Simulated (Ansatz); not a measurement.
The molecule BeS, closed-shell singlet (the spin of the measured ground state).

D_e counts from the fitted minimum to each atom's lowest state at the same level, without counterpoise. The singlet is restricted.

Correlated levels freeze the inner cores; with def2 sets outer-core shells near the valence are correlated too.

Run with Ansatz (Gaussian orbitals). Values without a source in brackets are computed.

Problem. Predict the bond energy D_e from B97M-V/def2-TZVPP.

Solution. 81.9 kcal/mol

Problem. Predict the bond energy D_e from BHLYP/def2-TZVPP.

Solution. 69.3 kcal/mol

Problem. What bond energy D_e does B2PLYP/def2-TZVPP give?

Solution. 76.4 kcal/mol

Ansatz is a program for electronic structure.
